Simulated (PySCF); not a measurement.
Excitation energy of Zn+ by level of theory

Zn+ [Ar] 3d10 4s1 (2S) → Zn+ [Ar] 3d10 4d1 (2D), as a difference of total energies. Computed with PySCF 2.14 in aug-cc-pVDZ-DK (7s6p4d2f, 59 functions), with the spin-free X2C one-electron Hamiltonian (Gaussian nucleus). Correlated levels: valence: [Ar] frozen. The calculations carry no spin-orbit coupling.

```csv
method,excitation energy (eV),error (eV)
UHF,11.813,-0.206
LDA,13.078,+1.059
PBE,12.562,+0.543
PBE0,12.400,+0.381
r2SCAN,12.618,+0.599
BHandHLYP,12.458,+0.439
B2PLYP,12.633,+0.614
HSE06,12.461,+0.442
TPSSh,12.335,+0.316
MP2 (valence),12.690,+0.671
SCS-MP2 (valence),12.556,+0.537
```

Reference: 12.019 eV (measured; NIST levels, between the centres of gravity of the two terms).

Errors of the correlated levels include the incompleteness of this basis and the frozen core.

The promoted electron is Rydberg-like, and one or two diffuse shells describe it only roughly, which tends to raise the upper state.
